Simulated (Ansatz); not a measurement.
Ga6S10⁻, relaxed as a doublet with UKS PBE-D4/def2-SVP in Ansatz, starting from the GFN2-xTB geometry. Force threshold 0.03 eV/Å.

The gap within one spin of the charge -1 doublet nearly closes, so an electron or hole may be smeared out by delocalisation error. Another isomer (doublet) lies 3.50 eV lower at PBE0-D4/def2-TZVP; other spin states weren't run for this one.

Start:

```xyz
16

Ga    3.464   -1.220   -3.197
Ga   -0.583   -1.144   -0.294
Ga    1.583    0.771    1.024
Ga   -4.726   -0.700   -0.375
Ga    1.395    3.997    2.046
Ga   -2.309   -0.339    3.020
S     2.657   -0.233   -0.838
S     0.040    2.388    0.030
S     2.756    2.033    2.410
S    -1.584    1.293   -0.671
S    -2.550   -2.346   -0.637
S     0.120   -0.891    1.885
S    -3.075    1.331    0.732
S     1.112   -1.248   -1.893
S     5.160   -1.452   -4.485
S    -3.460   -2.241    1.244
```

Problem. Estimate the energy that the relaxation releases and the steps that it takes.

Solution. 63.0 kcal/mol, in 39 steps; 3 min on 2 threads of AMD EPYC 7R13 on a shared host and a share (18 GiB) of an NVIDIA H100 80GB HBM3. No frequencies were taken in this run, so the end may be a saddle point.

Problem. Does the start keep its bonding and symmetry?

Solution. Bonds lost: S8–S10 (atoms count from 1). Bonds formed: Ga1–S8, Ga6–S13 (atoms count from 1).

Problem. Predict the relaxed structure.

Solution. 
| atom | x (Å) | y (Å) | z (Å) |
| --- | --- | --- | --- |
| Ga1 | 2.764 | 0.646 | -1.965 |
| Ga2 | -0.973 | -1.029 | -0.379 |
| Ga3 | 1.649 | 0.406 | 0.927 |
| Ga4 | -4.906 | -0.872 | -0.015 |
| Ga5 | 3.729 | 2.876 | 0.772 |
| Ga6 | -2.463 | 0.301 | 2.395 |
| S7 | 2.428 | -1.348 | -0.588 |
| S8 | 1.377 | 1.988 | -0.751 |
| S9 | 3.327 | 0.989 | 2.234 |
| S10 | -1.802 | 0.969 | -1.185 |
| S11 | -2.850 | -2.448 | -0.082 |
| S12 | -0.253 | -0.648 | 1.769 |
| S13 | -3.312 | 1.220 | 0.235 |
| S14 | 0.675 | -1.880 | -1.716 |
| S15 | 4.090 | 0.783 | -3.567 |
| S16 | -3.480 | -1.953 | 1.916 |
Bond lengths (bridged metal pairs left out): 18 × Ga–S 2.08 to 2.64 Å; 3 × S–S 2.09 to 2.15 Å.
